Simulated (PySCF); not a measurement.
# Computed properties of Si(Cl)2(F)(GeH3) (Cl2FGeH3Si), SMILES Cl[Si](F)([GeH3])Cl

Si(Cl)2(F)(GeH3) (Cl2FGeH3Si), SMILES F[Si](Cl)(Cl)[GeH3]. Geometry: ωB97X-D3(BJ)/def2-SVP. The values are those of a single conformer. All values are computed for the isolated molecule unless a solvent is named; none is compared with measurement here.

**Structure.** The optimised structure has Cs symmetry. All 18 harmonic modes at ωB97X-D3(BJ)/def2-SVP (PySCF) are real, so it is a minimum. With heavy atoms numbered as in [F:1][Si:2]([Cl:3])([Cl:4])[GeH3:5], the shortest bond between them is F1–Si2 at 1.618 Å and the longest Si2–Ge5 at 2.346 Å.

**Vibrations.** The strongest infrared lines (harmonic, unscaled, degenerate partners summed) lie at 598 cm⁻¹ (177 km/mol, Si 67 %, Cl 25 %), 636 cm⁻¹ (160 km/mol, Si 66 %, Cl 29 %), 818 cm⁻¹ (157 km/mol, H 95 %). The softest mode is at 91 cm⁻¹ and the zero-point energy is 19.6 kcal/mol.

**Electronic structure.** HF/def2-TZVP (PySCF) places the frontier levels at -11.57 and 2.93 eV, a gap of 14.50 eV, and gives a dipole moment of 1.90 D and a mean polarisability of 72.2 bohr³. PBE/def2-TZVP (PySCF) at the same geometry gives -7.53 and -1.29 eV, so its gap is 8.26 eV narrower. An orbital gap is neither the optical nor the fundamental gap.

**Excitations.** TDDFT-B3LYP/def2-SVPD (PySCF) has S1 at 7.05 eV (176 nm, f = 0.099, bright); the most intense of the 10 singlets computed lies at 7.18 eV (f = 0.23). T1 (TDA) is at 6.26 eV. TDDFT-PBE/def2-SVPD (PySCF) puts S1 at 6.63 eV. No vertical singlet excitation falls in the visible range (under 3.1 eV).

**NMR.** GIAO shifts at B3LYP/pcSseg-1 (PySCF) (non-relativistic, atoms alike by connectivity averaged): ¹H at 3.9 ppm against TMS; ²⁹Si at 30.4 ppm against TMS; ¹⁹F at -109.4 ppm against CFCl3. Without spin–orbit terms, shifts of atoms bonded to Cl or Br come out too high.
